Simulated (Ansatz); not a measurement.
Reaction (ligand exchange at a Ge–N bond): `[NH2][GeH2][F]` + `[OH][GeH3]` → `[F][GeH2][O][GeH3]` + NH₃

Calculated with Ansatz (gas phase, PBE0-D4/def2-TZVP geometries, no zero-point term in ΔE). CCSD(T)/CBS is the MP2 limit (def2-TZVPP, def2-QZVPP) plus CCSD(T) − MP2 in def2-TZVPP, frozen cores. This one scheme is used for every species. Functionals use def2-TZVPP. B3LYP here is the variant with VWN-RPA as its local correlation; programs differ in this. For Ge outer-core shells are correlated without core-valence functions, which leaves a few kJ/mol of doubt a bond. Scalar relativity is left out up to krypton. Each species was taken in one conformer, which may not be the lowest.

`[NH2][GeH2][F]`:

Cartesian coordinates in Å:
```
N 1.089 -0.081 -0.377
Ge -0.534 -0.058 0.426
F -1.760 0.627 -0.621
H 1.179 -0.683 -1.182
H 1.500 0.819 -0.577
H -0.484 0.871 1.642
H -0.989 -1.495 0.688
```

`[OH][GeH3]`:

```xyz
6

O     0.800   -0.219    1.093
Ge   -0.376    0.090   -0.211
H     1.683   -0.394    0.761
H    -1.696    0.339    0.522
H    -0.468   -1.139   -1.137
H     0.058    1.322   -1.028
```

`[F][GeH2][O][GeH3]`:

```xyz
9

F     0.533   -0.598   -2.119
Ge    0.526   -1.388   -0.567
O     0.558   -0.122    0.639
Ge   -0.465    1.337    0.726
H     1.823   -2.190   -0.452
H    -0.787   -2.180   -0.518
H     0.201    2.449   -0.096
H    -0.528    1.696    2.216
H    -1.860    0.997    0.170
```

NH₃:

Z-matrix (Å, degrees):
```
N
H 1 1.013
H 1 1.013 2 107.1
H 1 1.013 2 107.1 3 -114.5
```

Q: Is it downhill or uphill in electronic energy at CCSD(T)/CBS, and by how much? (Estimate.)

A: Ansatz gave: Downhill: ΔE = -34.2 kJ/mol.

Q: What do these levels give: PBE-D4, PBE0-D4, B3LYP-D4, ωB97X-V, ωB97M-V, PBE, r2SCAN, PBE0, HF/def2-TZVPP, CCSD/def2-TZVPP, MP2/def2-QZVPP, CCSD/CBS(def2)? (Best estimate.)

A: The calculation gave: PBE-D4 -28.3, PBE0-D4 -29.6, B3LYP-D4 -34.3, ωB97X-V -33.0, ωB97M-V -32.1, PBE -25.7, r2SCAN -32.6, PBE0 -27.1, HF/def2-TZVPP -38.0, CCSD/def2-TZVPP -35.1, MP2/def2-QZVPP -35.0, CCSD/CBS(def2) -33.8 kJ/mol.

Largest T1 diagnostic among the species: 0.012.

The D4 term adds −4.2 kJ/mol with B3LYP and −2.5 kJ/mol with PBE0; it sums over pairs of atoms, weighted by their polarisabilities, and B3LYP, whose exchange is more repulsive, gets the larger term.
